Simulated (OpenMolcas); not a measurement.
**Ta4+: moving or changing the point charges**

Ta4+ among 6 point charges of -1 e arranged as a trigonal prism (D3h), 2 Å from the ion, with a polar angle of 43.7° against the regular 49.1°.
```
   1.3817    0.0000    1.4460  -1.00
  -0.6909    1.1966    1.4460  -1.00
  -0.6909   -1.1966    1.4460  -1.00
   1.3817    0.0000   -1.4460  -1.00
  -0.6909    1.1966   -1.4460  -1.00
  -0.6909   -1.1966   -1.4460  -1.00
```

```yaml
Program: OpenMolcas
Method: "SS-CASPT2, IPEA 0.25 Eh, imaginary shift 0.1 Eh (closed shells correlated: 4f 5s 5p)"
Basis: ANO-RCC-VTZP [8s7p5d3f2g1h]
Scalar_Hamiltonian: DKH2, point nucleus
Active_space: 1 electron in 5 orbitals (5d)
State_averaging: 2S+1 = 2 even, 5 roots
Spin-orbit_coupling: RASSI with atomic mean-field integrals over the reference wave functions
```

Runs around this geometry, states (labels of D3, the rotations of D3h). Energies in cm-1 above the lowest state or level, χT in cm3 K/mol.

| R (Å) | q (e) | Polar angle / regular | Ground state | First state of that spin | First gap with spin-orbit (degeneracies) | χT at 300 K |
| --- | --- | --- | --- | --- | --- | --- |
| 2 | -1 | 0.82 | 2E | 2A1 8610 | 5380 (2, 2) | 0.147 |
| 2 | -0.5 | 0.89 | 2E | 2A1 4280 | 4630 (2, 2) | 0.161 |
| 1.87 | -1 | 0.89 | 2E | 2A1 6790 | 5260 (2, 2) | 0.144 |
| 2 | -1 | 0.89 | 2E | 2A1 6740 | 5470 (2, 2) | 0.148 |
| 2.12 | -1 | 0.89 | 2E | 2A1 6390 | 5620 (2, 2) | 0.151 |

Taking the first state of the same spin as R^-n, n = -ln(6390 / 6790) / ln(2.12 / 1.87) = 0.5 between the shortest and longest distance.

Scaling the charges by -0.5 / -1 = 0.50 scales the first state of the same spin by 4280 / 6740 = 0.64; with fixed orbitals a first-order splitting would follow the charge.

Roots that are degenerate in the reference are averaged as groups; the widest CASPT2 spread within a group is 130 cm-1 (the 2-fold group of multiplicity 2 near 0 cm-1 above the lowest state of its run, R = 2, q = -0.5, ratio = 0.89). Shifts and gaps below about the spread of the groups concerned are not significant. An orbital doublet at a regular site is open to a Jahn-Teller distortion, which this geometry leaves out. Free-ion shares, where given, are those of the reference states; single-state CASPT2 does not remix them. This is an electrostatic model: the charges have no orbitals. No measured value stands beside these numbers.
